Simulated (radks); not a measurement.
All-electron atom: Bi LX in [Ar] 3d6 (the NIST ground configuration). All-electron calculation, scalar-relativistic Kohn-Sham, SCAN, spin-polarised, spherical densities, finite nucleus; open shells are filled with parallel spins first (spin-orbit coupling, left out, can overturn this in heavy ions); meta-GGA in the generalised Kohn-Sham scheme; Fermi nuclear charge, rms radius 5.5211 fm. Program: a radial shooting solver on a logarithmic mesh with Libxc functionals. Some entries of the table are withheld. Estimate them.

orbital  occ.  eigenvalue (eV)  <1/r> (bohr^-1)
1s up       1        -94708.82            103.2
1s down     1        -94707.88            103.2
2s up       1        -20235.71            24.38
2s down     1        -20210.72            24.41
2p up       3        -17885.29              (1)
2p down     3        -17863.95              (2)
3s up       1        -7513.503            9.417
3s down     1        -7480.642            9.385
3p up       3              (3)              (4)
3p down     3              (5)              (6)
3d up       5        -6210.670            8.004
3d down     1        -6170.063            7.988

Answer. 
(1) 2p up <1/r> (bohr^-1): 21.31
(2) 2p down <1/r> (bohr^-1): 21.33
(3) 3p up eigenvalue (eV): -6828.026
(4) 3p up <1/r> (bohr^-1): 8.541
(5) 3p down eigenvalue (eV): -6795.271
(6) 3p down <1/r> (bohr^-1): 8.512
